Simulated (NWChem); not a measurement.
# C2H6BeOS; SMILES C[O][Be][S]C

```xyz
11

Be     0.2976    -0.3589    -0.0753
O      0.0394    -1.7271    -0.0351
C     -0.1780    -3.0822     0.0039
H      0.3065    -3.5406     0.8844
H     -1.2572    -3.3104     0.0587
H      0.2238    -3.5782    -0.8976
S      0.6780     1.5085    -0.1341
C     -1.0023     2.2211     0.0240
H     -1.6549     1.9198    -0.8067
H     -0.8869     3.3130    -0.0080
H     -1.4722     1.9527     0.9801
```
Atoms are numbered in this order, from 1.

The geometry was optimised at PBE0/def2-SVP.

Give the principal values of the shielding tensors (ppm) of Be1, O2, C3, S7, C8 from KT2/pcSseg-1, GIAO (NWChem), with their diamagnetic and paramagnetic parts as GIAO splits them.


```csv
atom,σ11,σ22,σ33,isotropic,diamagnetic,paramagnetic
Be1,74.0,79.7,160.4,104.7,150.5,-45.9
O2,249.2,279.0,355.1,294.4,397.5,-103.1
C3,98.7,99.0,184.2,127.3,247.6,-120.3
S7,664.4,675.3,877.0,738.9,1059.8,-320.8
C8,163.3,166.0,190.1,173.1,252.2,-79.0
```
